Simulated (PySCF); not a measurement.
BCl2HO, SMILES OB(Cl)Cl.

Geometry: PBE-D3(BJ)/def2-SVP. The values are those of a single conformer.

All values below come from PySCF with PBE-D3(BJ)/def2-SVP.

Frequencies are harmonic and unscaled.

Question: Estimate the vibrational spectrum. (The exact figures need the calculation; the answer reports its results.)

Answer: 
```tsv
mode	ν (cm⁻¹)	IR (km/mol)	Raman (Å⁴/amu)	depolarisation	moving atoms (share of kinetic energy)
1	260	1.4	3.1	0.65	Cl 75 %, O 15 %, B 9 %
2	348	9.4	1.7	0.70	O 49 %, Cl 37 %, H 12 %
3	485	3.4	0.1	0.75	B 72 %, H 22 %
4	552	12.4	7.2	0.09	Cl 52 %, O 33 %, B 12 %
5	566	118.9	2.1	0.75	H 70 %, B 15 %, O 14 %
6	844	207.5	1.8	0.75	B 42 %, H 41 %, Cl 12 %
7	1097	352.7	1.0	0.40	B 43 %, H 42 %, O 11 %
8	1360	281.0	2.3	0.06	B 68 %, O 29 %
9	3728	88.6	101.5	0.30	H 94 %
```
